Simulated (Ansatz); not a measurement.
Geometry optimisation, Ansatz 0.2.0, RHF/6-31G*.

Input file:

```yaml
crystal:
  periodic: [false, false, false]
  atoms:
    - { symbol: B, position_ang: [0.0, 0.0, 0.0] }
    - { symbol: C, position_ang: [0.0, 0.0, 1.95] }
    - { symbol: H, position_ang: [-0.9996, -0.3092, 2.3205] }
    - { symbol: H, position_ang: [0.7676, -0.7111, 2.3205] }
    - { symbol: H, position_ang: [0.232, 1.0203, 2.3205] }
    - { symbol: F, position_ang: [1.1431, 0.0, -0.66] }
    - { symbol: C, position_ang: [-1.3856, 0.0, -0.8] }
    - { symbol: H, position_ang: [-1.9458, -0.9305, -0.5708] }
    - { symbol: H, position_ang: [-1.9898, 0.8797, -0.4946] }
    - { symbol: H, position_ang: [-1.1839, 0.0508, -1.8903] }
    - { symbol: O, position_ang: [-0.219, -1.6079, 0.5392] }
    - { symbol: H, position_ang: [-0.6224, -2.1606, -0.2037] }
    - { symbol: H, position_ang: [-0.1495, -1.0979, 1.5797] }
basis:
  gaussian: { orbitals: "6-31G*" }
hamiltonian:
  xc: hf
relax:
  f_tol: 0.15
  max_steps: 25
  restrain:
    - { distance: [0, 10], at: 1.41, k: 30.0 }
    - { distance: [12, 1], at: 1.11, k: 30.0 }
    - { distance: [0, 1], at: 2.8, k: 30.0 }
    - { distance: [12, 10], at: 2.21, k: 30.0 }
```

Command:

```bash
$ ansatz run input.yaml --threads 1 --pin off --max-ram 2048MiB --backend cpu --events-out ev --progress --plain --runs-dir out
```

**Question.** Where does it end, and by what steps?

**Answer.** The run converged. The restraints hold the end off the free minimum. After 14 steps the energy has fallen by 6.968 eV (the restraints' own energy left out); H4 moved furthest, 1.22 Å.

```json
{"step": "0", "energy less start (eV)": "0.0000", "largest force component (eV/Å)": "6.320", "accepted": "yes"}
{"step": "1", "energy less start (eV)": "-0.2184", "largest force component (eV/Å)": "4.931", "accepted": "yes"}
{"step": "2", "energy less start (eV)": "-0.6213", "largest force component (eV/Å)": "4.749", "accepted": "yes"}
{"step": "3", "energy less start (eV)": "-2.1455", "largest force component (eV/Å)": "5.551", "accepted": "yes"}
{"step": "4", "energy less start (eV)": "-4.2874", "largest force component (eV/Å)": "3.576", "accepted": "yes"}
{"step": "5", "energy less start (eV)": "-6.0054", "largest force component (eV/Å)": "3.085", "accepted": "yes"}
{"step": "6", "energy less start (eV)": "-6.6420", "largest force component (eV/Å)": "1.935", "accepted": "yes"}
{"step": "7", "energy less start (eV)": "-6.8258", "largest force component (eV/Å)": "1.204", "accepted": "yes"}
{"step": "8", "energy less start (eV)": "-6.8742", "largest force component (eV/Å)": "1.133", "accepted": "yes"}
{"step": "9", "energy less start (eV)": "-6.9010", "largest force component (eV/Å)": "1.011", "accepted": "yes"}
{"step": "10", "energy less start (eV)": "-6.9363", "largest force component (eV/Å)": "1.078", "accepted": "yes"}
{"step": "11", "energy less start (eV)": "-6.9511", "largest force component (eV/Å)": "1.015", "accepted": "yes"}
{"step": "12", "energy less start (eV)": "-6.9674", "largest force component (eV/Å)": "1.042", "accepted": "yes"}
{"step": "13", "energy less start (eV)": "-6.9470", "largest force component (eV/Å)": "1.023", "accepted": "no"}
{"step": "14", "energy less start (eV)": "-6.9680", "largest force component (eV/Å)": "1.058", "accepted": "yes"}
```

```xyz
13
Properties=species:S:1:pos:R:3
B -0.033 -0.561 -0.514
C -0.023 -0.183 2.280
H -1.106 -0.118 2.245
H 0.289 -0.198 3.320
H 0.414 0.683 1.801
F 1.038 0.207 -0.629
C -1.463 0.056 -0.772
H -2.280 -0.560 -0.407
H -1.557 1.043 -0.331
H -1.603 0.179 -1.845
O 0.219 -1.892 -0.283
H -0.564 -2.421 -0.245
H 0.316 -1.101 1.790
```

The run took 30 s on 1 thread of Arm Neoverse V2, with other jobs on the host, peak memory 0.17 GiB.
